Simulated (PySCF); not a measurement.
## Excitation energy of Nb²⁺ by level of theory

Nb²⁺ [Kr] 4d3 (4F) → Nb²⁺ [Kr] 4d2 5s1 (4F), as a difference of total energies. All numbers are calculated (PySCF 2.14, the spin-free X2C one-electron Hamiltonian (Gaussian nucleus), in x2c-QZVPPall (13s8p7d3f2g, 111 functions)). Correlated levels: valence: [Kr] frozen. The calculations carry no spin-orbit coupling.

```tsv
method	excitation energy (eV)
UHF	3.054
MP2 (valence)	3.133
SCS-MP2 (valence)	3.080
CCSD (valence)	3.132
CCSD(T) (valence)	3.132
```

Question: How much does correlation contribute at CCSD(T) (valence)?

Answer: 3.132 − (3.054) = 0.078 eV, measured against UHF.

A first-order spin-orbit estimate (lowest level to lowest level, LS coupling) adds -0.013 eV.

The basis was made for the ground configuration and has no added diffuse functions, so the excitation energy can come out too high.
